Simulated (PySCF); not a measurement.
## Structure from 2D NMR

Compound of formula C6H5NO. Correlations simulated from computed shifts and couplings:

HSQC (one-bond C–H):
```csv
δH,δC,"1J(C,H) (Hz)"
10.32,195.1,176
9.21,160.9,183
9.17,160.7,185
8.70,141.6,173
7.67,128.9,171
```

COSY cross peaks (|J| ≥ 2 Hz):
```csv
δH,δH,abs. J (Hz),bonds
9.21,8.70,2.0,4
9.17,7.67,5.4,3
8.70,7.67,8.9,3
```

HMBC (two and three bonds, |J| ≥ 2.5 Hz):
```csv
δH,δC [abs. J in Hz]
10.32,"141.6 [3.3], 135.2 [25.9]"
9.21,"195.1 [4.5], 160.7 [11.7], 141.6 [5.5], 135.2 [8.5]"
9.17,"160.9 [12.1], 141.6 [6.8], 128.9 [10.0]"
8.70,"195.1 [4.0], 160.9 [5.7], 160.7 [7.4]"
7.67,"160.7 [4.2], 135.2 [6.2]"
```

Carbons without hydrogens: δ 135.2.

One conformer, non-relativistic Hamiltonian, in vacuum. J couplings at B3LYP/pcJ-1 (spin–dipole term only in couplings to heteroatoms); shieldings: GIAO PBE0/pcSseg-1; structure optimised with GFN2-xTB; PySCF 2.14.0 with density-fitted response routines.

δ = σ(ref) − σ, references computed at the same level: 1H, 13C vs TMS.

Exchangeable hydrogens are left out of these lists, and C,H couplings along chains are those of one rotamer, so weak HMBC peaks may be missing or extra.

Assemble the structure.

## Answers

3-pyridinecarboxaldehyde (SMILES O=Cc1cccnc1).

Structure with atom numbers: `[O:1]=[CH:2][c:3]1[cH:4][cH:5][cH:6][n:7][cH:8]1`; H(Xn) means a hydrogen on atom n.

1. δC 195.1 is C2, an aldehyde carbonyl carbon (δH 10.32).
2. δC 160.9 is C8, an aromatic CH next to a ring nitrogen (δH 9.21).
3. δC 160.7 is C6, an aromatic CH next to a ring nitrogen (δH 9.17).
4. δC 141.6 is C4, an aromatic CH (δH 8.70).
5. δC 135.2 is C3, a substituted aromatic carbon.
6. δC 128.9 is C5, an aromatic CH (δH 7.67).
7. HMBC from δH 10.32 reaches the proton-free carbon C3.
8. HMBC from δH 9.21 reaches the proton-free carbon C3.
9. HMBC from δH 7.67 reaches the proton-free carbon C3.
10. COSY links 9.21–8.70, 9.17–7.67, 8.70–7.67.

This is the structure that produced the data.

Unscaled 3J(H,H) at this level run about 10 % above measured values. Shifts are as computed. Against solution values, carbons near 30 ppm lie about +3 ppm off and those near 130 ppm about +5 ppm. Of 1211 compounds with measured shifts, 218 miss one by over three times the rms of a fit or turn the order of signals round; such compounds aren't used in these exercises.
